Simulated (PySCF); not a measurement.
**Bonding in `COc1ccc(F)cc1`**

Species: C7H7FO.
SMILES with atom numbers: `[CH3:1][O:2][c:3]1[cH:4][cH:5][c:6]([F:7])[cH:8][cH:9]1` (hydrogens: H10, H11, H12 on C1; H13 on C4; H14 on C5; H15 on C8; H16 on C9)

Structure used (PBE0-D3(BJ)/def2-SVP), in Å, numbered top down from 1:
```xyz
16
C7H7FO angstrom
C      2.9028    0.4232    0.2267
O      1.9265   -0.4002   -0.3425
C      0.6271   -0.1361   -0.0877
C     -0.3067   -0.9960   -0.6836
C     -1.6665   -0.8076   -0.4836
C     -2.0989    0.2459    0.3174
F     -3.4079    0.4257    0.5090
C     -1.1930    1.1064    0.9156
C      0.1761    0.9175    0.7145
H      2.8666    0.4039    1.3308
H      2.8073    1.4708   -0.1113
H      3.8749    0.0339   -0.1014
H      0.0648   -1.8121   -1.3056
H     -2.4041   -1.4692   -0.9413
H     -1.5616    1.9235    1.5385
H      0.8787    1.6018    1.1903
```

Bond orders from the PBE0/pcSseg-1 density (PySCF). Isolated species at its PBE0-D3(BJ)/def2-SVP geometry (one conformer only).

(1) Where do the orders between heavy atoms depart from those drawn in the SMILES?

(2) Give the Mayer order of every bond, beside its length.

Answers

(1) The largest departure is 0.132, at C9–C3 (drawn aromatic, 1.368), counting aromatic bonds as 1.5. The bonds drawn aromatic range from 1.37 to 1.45.

(2) 
| bond | drawn as | length (Å) | Mayer order |
| --- | --- | --- | --- |
| C1–O2 | single | 1.398 | 0.917 |
| O2–C3 | single | 1.350 | 1.012 |
| C3–C4 | aromatic | 1.402 | 1.380 |
| C4–C5 | aromatic | 1.387 | 1.451 |
| C5–C6 | aromatic | 1.392 | 1.402 |
| C6–F7 | single | 1.335 | 0.891 |
| C6–C8 | aromatic | 1.385 | 1.450 |
| C8–C9 | aromatic | 1.397 | 1.401 |
| C9–C3 | aromatic | 1.399 | 1.368 |
| C1–H10 | single | 1.105 | 0.952 |
| C1–H11 | single | 1.105 | 0.952 |
| C1–H12 | single | 1.097 | 0.969 |
| C4–H13 | single | 1.091 | 0.954 |
| C5–H14 | single | 1.091 | 0.947 |
| C8–H15 | single | 1.092 | 0.944 |
| C9–H16 | single | 1.090 | 0.943 |

Bonds between the same two heavy elements. C–O: lowest C1–O2 (0.917, 1.398 Å), highest O2–C3 (1.012, 1.350 Å). C–C: lowest C9–C3 (1.368, 1.399 Å), highest C4–C5 and C6–C8 (1.451, 1.387 Å). Bonds named together lie within 0.004.

Question: Sum the orders of all bonds at each heavy atom with more than one neighbour and set the sums beside the valence in the SMILES.

Answer: C1 3.790 (drawn 4), O2 1.929 (drawn 2), C3 3.760 (drawn 4), C4 3.785 (drawn 4), C5 3.800 (drawn 4), C6 3.743 (drawn 4), C8 3.795 (drawn 4), C9 3.712 (drawn 4). Orders between atoms that aren't bonded are not in these sums.

Mayer orders depend on the basis set.

These values come from a run that also computed NMR shieldings. Time: 46 s (grids of density and orbitals included). Hardware: one thread, x86-64 server, on a shared host.
